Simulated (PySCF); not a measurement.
H₃Cl₃HfOSi, charge -1, doublet, geometry from GFN2-xTB (such geometries of metal compounds can be far from the true shape) (the multiplicity is a formal guess) (core potentials on Hf) (a gas-phase anion, which may not be bound at this level); DF-CAMB3LYP/def2-SV(P) in PySCF.

Input for PySCF:
```python
from pyscf import gto, scf, dft

mol = gto.M(
    atom='''
Hf    0.129132    0.101364    0.142522
Cl    1.267948    1.215831    1.788663
Cl   -0.482923   -1.721246    1.390278
Cl   -1.059501    1.890892   -0.656323
O     0.636359   -0.747569   -1.498696
Si   -0.508435   -1.423640   -2.369409
H    -1.859721   -1.296839   -1.764920
H    -0.207272   -2.855039   -2.524354
H    -0.537228   -0.787936   -3.695554
''',
    basis='def2-sv(p)',
    ecp={'Hf': 'def2-sv(p)'},
    charge=-1,
    spin=1,
    verbose=4,
)

mf = dft.UKS(mol)
mf.xc = 'camb3lyp'
mf.init_guess = 'vsap'
mf = mf.density_fit(auxbasis='def2-universal-jkfit')
mf.kernel()
mf.analyze()
```

Problem. Write the output that PySCF gives for this input, abridged.

Solution. 
```
PySCF version 2.14.0

[INPUT] verbose = 4
[INPUT] num. atoms = 9
[INPUT] num. electrons = 89
[INPUT] charge = -1
[INPUT] spin (= nelec alpha-beta = 2S) = 1
[INPUT] symmetry False subgroup None
[INPUT] Mole.unit = angstrom
[INPUT] Symbol           X                Y                Z      unit          X                Y                Z       unit  Magmom
[INPUT]  1 Hf     0.129132000000   0.101364000000   0.142522000000 AA    0.244024113917   0.191550198890   0.269327546725 Bohr   0.0
[INPUT]  2 Cl     1.267948000000   1.215831000000   1.788663000000 AA    2.396074460190   2.297587603756   3.380083199143 Bohr   0.0
[INPUT]  3 Cl    -0.482923000000  -1.721246000000   1.390278000000 AA   -0.912592209253  -3.252683533003   2.627244657008 Bohr   0.0
[INPUT]  4 Cl    -1.059501000000   1.890892000000  -0.656323000000 AA   -2.002166718703   3.573268011131  -1.240270719253 Bohr   0.0
[INPUT]  5 O      0.636359000000  -0.747569000000  -1.498696000000 AA    1.202544226902  -1.412700669215  -2.832124983981 Bohr   0.0
[INPUT]  6 Si    -0.508435000000  -1.423640000000  -2.369409000000 AA   -0.960802902143  -2.690289699976  -4.477534087080 Bohr   0.0
[INPUT]  7 H     -1.859721000000  -1.296839000000  -1.764920000000 AA   -3.514363358102  -2.450670537655  -3.335215431767 Bohr   0.0
[INPUT]  8 H     -0.207272000000  -2.855039000000  -2.524354000000 AA   -0.391687313291  -5.395241784952  -4.770337701450 Bohr   0.0
[INPUT]  9 H     -0.537228000000  -0.787936000000  -3.695554000000 AA   -1.015213786448  -1.488983243685  -6.983584938541 Bohr   0.0

nuclear repulsion = 557.426862131875
number of shells = 55
number of NR pGTOs = 230
number of NR cGTOs = 117
basis = def2-sv(p)
ecp = {'Hf': 'def2-sv(p)'}

******** <class 'pyscf.df.df_jk.DFUKS'> ********
method = DFUKS
initial guess = vsap
damping factor = 0
level_shift factor = 0
DIIS = <class 'pyscf.scf.diis.CDIIS'>
diis_start_cycle = 1
diis_space = 8
diis_damp = 0
SCF conv_tol = 1e-09
SCF conv_tol_grad = None
SCF max_cycles = 50
direct_scf = False
number electrons alpha = 45  beta = 44
XC library pyscf.dft.libxc version 7.1.2
    S. Lehtola, C. Steigemann, M. J. T. Oliveira, and M. A. L. Marques,  SoftwareX 7, 1–5 (2018)
XC functionals = camb3lyp
    T. Yanai, D. P. Tew, and N. C. Handy,  Chem. Phys. Lett. 393, 51 (2004)
radial grids:
    Treutler-Ahlrichs [JCP 102, 346 (1995); DOI:10.1063/1.469408] (M4) radial grids

becke partition: Becke, JCP 88, 2547 (1988); DOI:10.1063/1.454033
pruning grids: <function nwchem_prune>
grids dens level: 3
symmetrized grids: False
atomic radii adjust function: <function treutler_atomic_radii_adjust>
small_rho_cutoff = 0
Set gradient conv threshold to 3.16228e-05
tot grids = 143120
Traceback (most recent call last):
  File "input.py", line 26, in <module>
  File "<string>", line 2, in kernel
  File "site-packages/pyscf/scf/hf.py", line 2099, in scf
  File "site-packages/pyscf/scf/hf.py", line 127, in kernel
  File "site-packages/pyscf/scf/uhf.py", line 931, in get_init_guess
  File "site-packages/pyscf/scf/hf.py", line 2036, in get_init_guess
  File "site-packages/pyscf/dft/rks.py", line 533, in init_guess_by_vsap
  File "site-packages/pyscf/dft/uks.py", line 162, in get_vsap
  File "site-packages/pyscf/dft/rks.py", line 195, in get_vsap
  File "site-packages/pyscf/dft/numint.py", line 1048, in nr_sap_vxc
AssertionError: ECP or PP not supported
```

The program refused the input.
